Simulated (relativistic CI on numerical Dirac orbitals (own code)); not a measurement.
# From line strength to rate: Br I 1633.40 Å (vacuum)

Problem. For 4s²4p⁵ ²P°1/2 – 4s²4p⁴5s ⁴P3/2 of Br I a semi-empirical relativistic CI calculation gives the line strength S = 0.1856 e²a₀² in the length gauge. The measured levels are 3685.24 and 64907.19 cm⁻¹ (NIST Handbook). Find gf, f, A and the partial lifetime.

Working.
1. σ = 64907.19 − 3685.24 = 61221.95 cm⁻¹, so the vacuum wavelength is 10⁸/σ = 1633.40 Å.
2. gf = 303.756 S/λ(Å) = 0.03451, log gf = -1.462; with g = 2 for the lower level, f = 0.0173.
3. A = 2.02613 × 10¹⁸ S/(g_u λ³) with g_u = 4: A = 2.16 × 10^7 s⁻¹.
4. The partial lifetime for this S is 1/A = 46.4 ns; in the calculation this line carries 7 % of the decay of the upper level.

Check. The Handbook lists A = 2.30 × 10^7 s⁻¹, a tabulated value with its own uncertainty (a few per cent for the best lines, 25 % or more for others); ours lies 6 % below it. The velocity form of the same calculation gives S = 0.135, and the gap between the two forms is a rough gauge of the error in S. With the computed energy (61747 cm⁻¹) in place of the measured one the rate would change by the factor (σ_calc/σ)³ = 1.03.
